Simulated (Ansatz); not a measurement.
Job for Ansatz (an electronic-structure program): R-CCSD(T)/def2-SVPD on AsH7OSi (a complex), monomers drawn apart or pushed together. The run froze 20 orbitals, filled d shells among them.

Ansatz 0.2 input:
```yaml
crystal:
  periodic: [false, false, false]
  atoms:
    - {symbol: As, position_ang: [-0.09349047, 0.05961392, 0.40917591]}
    - {symbol: H, position_ang: [-0.22659116, 0.08116487, -1.11311202]}
    - {symbol: H, position_ang: [-0.25723942, -1.45187726, 0.46913624]}
    - {symbol: H, position_ang: [1.42486738, -0.04103526, 0.33434219]}
    - {symbol: O, position_ang: [0.98236823, -0.97221313, 6.01859995]}
    - {symbol: Si, position_ang: [-0.02618273, 0.01978854, 6.88075585]}
    - {symbol: H, position_ang: [1.92578321, -0.92371699, 6.19000338]}
    - {symbol: H, position_ang: [0.11001775, -0.22246103, 8.33891413]}
    - {symbol: H, position_ang: [-1.39258003, -0.31421364, 6.43827853]}
    - {symbol: H, position_ang: [0.26153055, 1.45081451, 6.62104590]}
basis:
  gaussian:
    orbitals: def2-SVPD
magnetization: {spin_polarized: false}
correlation: {method: ccsd_t, electrons: outside_noble_gas}
scf: {lower_state_search: off}
```

Output:

```
Functional definition: HF
[...]
these checks for a lower state are left out or cut short: stability, starts, cluster_reference, orbital_swaps, neighbouring_geometries, increment
integrals: 0.33 GiB planned
1366 factors; integrals over basis functions are off by at most 1.2e-3 eV
mean field: 0.54 GiB planned
mean field evaluation 1: about -70792.2226 eV, gradient 3.4e1 eV
mean field evaluation 2: about -70792.2798 eV, gradient 3.4e1 eV
mean field evaluation 4: about -70794.8907 eV, gradient 2.9e0 eV
mean field evaluation 8: about -70794.9321 eV, gradient 1.2e-1 eV
mean field -70794.93223617 eV, -2601.6657731505 hartree, gradient 8.4e-7 eV, S^2 0.000000; 0 other end points of the search recorded, 0 dependent functions left out
20 core orbitals not correlated
reference -70794.93223617 eV, -2601.6657731505 hartree; 11, 11 occupied and 110, 110 virtual orbitals, 1366 factors
second order -12.04862954 eV of doubles, -0.00000000 eV of singles
coupled cluster: 0.75 GiB planned
cycle   1  -13.02535021 eV  change   -9.8e-1 eV  update   9.4e-2
cycle   2  -13.47620925 eV  change   -4.5e-1 eV  update   3.0e-2
cycle   3  -13.56758385 eV  change   -9.1e-2 eV  update   1.4e-2
cycle   4  -13.56246928 eV  change    5.1e-3 eV  update   3.4e-3
cycle   5  -13.56183578 eV  change    6.3e-4 eV  update   1.1e-3
cycle   6  -13.56181981 eV  change    1.6e-5 eV  update   3.8e-4
cycle   7  -13.56164064 eV  change    1.8e-4 eV  update   1.3e-4
cycle   8  -13.56163567 eV  change    5.0e-6 eV  update   4.8e-5
cycle   9  -13.56165666 eV  change   -2.1e-5 eV  update   1.7e-5
perturbative correction -0.33324054 eV, -0.0122463638 hartree
Total energy: -70808.82713336 eV, -2602.1764012040 hartree
Checks for a lower state left out: stability, starts, cluster_reference, orbital_swaps, neighbouring_geometries, increment
```

The run converged.

Cost: around 22 core-seconds (rough).
